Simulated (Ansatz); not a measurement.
Reaction (formal exchange of groups at a B–Zn bond): `[BH2][Zn][CH2]C` + `OC(F)[SiH3]` → `B[SiH2]C(O)F` + `C[CH2][ZnH]`

Isolated molecules relaxed with PBE0-D4/def2-TZVP in Ansatz; ΔE leaves out vibrations. CCSD(T)/CBS is the MP2 limit (def2-TZVPP, def2-QZVPP) plus CCSD(T) − MP2 in def2-TZVPP, frozen cores. Functionals use def2-TZVPP. B3LYP here is the variant with VWN-RPA as its local correlation; programs differ in this. For Zn outer-core shells are correlated without core-valence functions, which leaves a few kJ/mol of doubt a bond. Scalar relativity is left out up to krypton. One conformer a species, not always the lowest.

```tsv
level	ΔE (kcal/mol)	difference from CCSD(T)/CBS
PBE-D4	-3.0	-1.9
r2SCAN-D4	-2.8	-1.7
PBE0-D4	-2.9	-1.8
B3LYP-D4	-2.4	-1.3
ωB97X-V	-2.4	-1.3
ωB97M-V	-1.6	-0.5
B2PLYP	-1.4	-0.3
PBE	-2.4	-1.3
r2SCAN	-2.6	-1.5
PBE0	-2.4	-1.3
B3LYP	-1.4	-0.3
HF/def2-TZVPP	-1.9	-0.8
MP2/def2-TZVPP	-1.2	-0.1
SCS-MP2/def2-TZVPP	-1.1	0.0
CCSD/def2-TZVPP	-1.8	-0.7
CCSD(T)/def2-TZVPP	-1.8	-0.7
HF/def2-QZVPP	-1.8	-0.7
MP2/def2-QZVPP	-0.7	0.4
SCS-MP2/def2-QZVPP	-0.7	0.4
HF/CBS(def2)	-1.7	-0.6
MP2/CBS(def2)	-0.5	0.6
CCSD/CBS(def2)	-1.1	0.0
CCSD(T)/CBS	-1.1	0
```

Largest T1 diagnostic among the species: 0.013.

The D4 term adds −1.0 kcal/mol with B3LYP and −0.6 kcal/mol with PBE0; it sums over pairs of atoms, weighted by their polarisabilities, and B3LYP, whose exchange is more repulsive, gets the larger term.
